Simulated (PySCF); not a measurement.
**How methods differ on the ionisation energy of B²⁺**

B²⁺ [He] 2s1 (2S) → B³⁺ 1s2 (1S), as a difference of total energies. All numbers are calculated (PySCF 2.14, no relativity, point nucleus, in pcseg-2 (4s3p2d1f, 30 functions)). The calculations carry no spin-orbit coupling.

| method | ionisation energy (eV) |
| --- | --- |
| UHF | 37.779 |
| M06-2X | 38.142 |
| LDA | 37.827 |

For comparison: 37.931 eV (measured; NIST Atomic Spectra Database, ionization energies).
